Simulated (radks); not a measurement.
The numbers below are computed, except where a source is named.
Problem. The mean radii <r> (bohr) of the occupied orbitals of an atom or ion are listed with their occupations. Level of theory: scalar-relativistic Kohn-Sham, PBE, spin-polarised, spherical densities, point nucleus (a radial shooting solver on a logarithmic mesh with Libxc functionals).

orbital  occ.      <r>
1s up       1  0.02781
1s down     1  0.02781
2s up       1   0.1198
2s down     1   0.1198
2p up       3   0.1048
2p down     3   0.1048
3s up       1   0.3221
3s down     1   0.3221
3p up       3   0.3202
3p down     3   0.3202
3d up       5   0.2968
3d down     5   0.2968
4s up       1   0.7647
4s down     1   0.7646
4p up       3   0.8212
4p down     3   0.8209
4d up       5   0.9737
4d down     5   0.9700
5s up       1    2.089
5s down     1    2.081
5p up       3    2.648
5p down     1    2.707

Name the element and its charge. Open shells, if any, are filled with parallel spins first.

Solution. Z = 52, tellurium, charge 0: Te in [Kr] 4d10 5s2 5p4. The 1s radius gives Z: for a bare nucleus <r> = (2 gamma + 1)/(2Z) with gamma = sqrt(1 - (Z/c)^2), 0.02741 bohr for Z = 52, and screening makes it slightly larger (0.02781 here). The occupations add up to 52, and the charge is Z minus that.
